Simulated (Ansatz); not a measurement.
Compare A (`NC(S)O[SiH3]`) with its isomer B (`NC(O)S[SiH3]`).

Gas-phase electronic energies from Ansatz, PBE0-D4/def2-TZVP geometries. CCSD(T)/CBS is the MP2 limit (def2-TZVPP, def2-QZVPP) plus CCSD(T) − MP2 in def2-TZVPP, frozen cores. Functionals use def2-TZVPP. B3LYP here is the variant with VWN-RPA as its local correlation; programs differ in this. One conformer a species, not always the lowest.

A:

Z-matrix (Å, degrees):
```
C
S 1 1.836
O 1 1.391 2 109.2
N 1 1.429 2 110.8 3 122.5
H 1 1.094 2 108.0 3 -119.2
H 2 1.343 1 96.3 3 47.4
Si 3 1.663 1 120.3 2 152.6
H 4 1.013 1 112.3 2 -41.8
H 4 1.010 1 112.7 2 82.8
H 7 1.483 3 103.2 1 168.6
H 7 1.486 3 111.8 1 50.8
H 7 1.483 3 113.2 1 -73.8
```

B:

```xyz
12

N    -1.824    0.880   -0.914
C    -0.514    0.517   -0.494
O    -0.193    1.155    0.706
S    -0.322   -1.298   -0.201
Si    1.570   -1.277    0.788
H    -2.528    0.483   -0.303
H    -2.009    0.592   -1.866
H     0.190    0.782   -1.291
H    -0.423    2.085    0.591
H     2.507   -0.390    0.051
H     1.487   -0.850    2.204
H     2.058   -2.679    0.729
```

Task: Which isomer does CCSD(T)/CBS put lower? Give the gap. (An estimate is asked.)

Result: Ansatz gave: A, by 6.2 kcal/mol.

Task: Give E(B) − E(A) in kcal/mol with B3LYP, CCSD(T)/def2-TZVPP, B2PLYP, PBE0-D4, r2SCAN-D4, ωB97M-V, CCSD/def2-TZVPP. (Best estimate.)

Result: Computed: B3LYP 7.0, CCSD(T)/def2-TZVPP 6.9, B2PLYP 7.1, PBE0-D4 4.2, r2SCAN-D4 5.3, ωB97M-V 6.5, CCSD/def2-TZVPP 7.5. None reverses the order clearly.

Largest T1 diagnostic: 0.012.

In def2-TZVPP, CCSD(T) changes the Hartree–Fock value by −2.6 kcal/mol (the triples alone add −0.6 kcal/mol) and MP2 by −3.0 kcal/mol. From PBE to PBE0 (25 % exact exchange), in def2-TZVPP and without D4, E(B) − E(A) moves by +0.7 kcal/mol.
